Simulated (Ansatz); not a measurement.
PBE exchange is replaced step by step with exact exchange (0 % is PBE, 25 % PBE0; no dispersion term), basis def2-TZVP, Ansatz. System: the cluster Fe2S⁺. The state is a doublet with charge 1. Geometry: r2SCAN-D4/def2-TZVP.

Geometry of the doublet:

```csv
atom,x (Å),y (Å),z (Å)
Fe1,0.7200,-0.4971,1.1058
Fe2,-0.7574,1.1719,-0.2101
S3,0.0374,-0.6747,-0.8957
```

At PBE-D4/def2-TZVP, PBE with 5 % exact exchange/def2-TZVP, PBE with 10 % exact exchange/def2-TZVP, PBE with 15 % exact exchange/def2-TZVP and others the charge 1 doublet is spin-contaminated (final ⟨S²⟩ up to 4.28, 0.75 for a pure state). At PBE-D4/def2-TZVP an occupied level of the charge 1 doublet lies above an empty one (by up to 0.16 eV), so this SCF solution is probably not the lowest. The geometry of the doublet was relaxed on an unsound state (⟨S²⟩ 3.82, where a pure state has 0.75). The structure comes from a short search, and lower isomers may exist.

HOMO and LUMO are taken over both spins.

```
exact exchange (%)  HOMO (eV)  LUMO (eV)  gap (eV)   ⟨S²⟩
                 0      -9.73      -9.89     -0.16  3.593
                 5     -10.04      -9.54      0.51  3.693
                10     -10.32      -9.21      1.11  3.769
                25     -10.81      -8.39      2.42  3.947
                35     -11.10      -7.92      3.18  4.067
                50     -11.46      -7.30      4.16  4.278
```

(1) Estimate the row for 15 %.

Answers

(1) 
```csv
exact exchange (%),HOMO (eV),LUMO (eV),gap (eV),⟨S²⟩
15,-10.49,-8.91,1.57,3.832
```
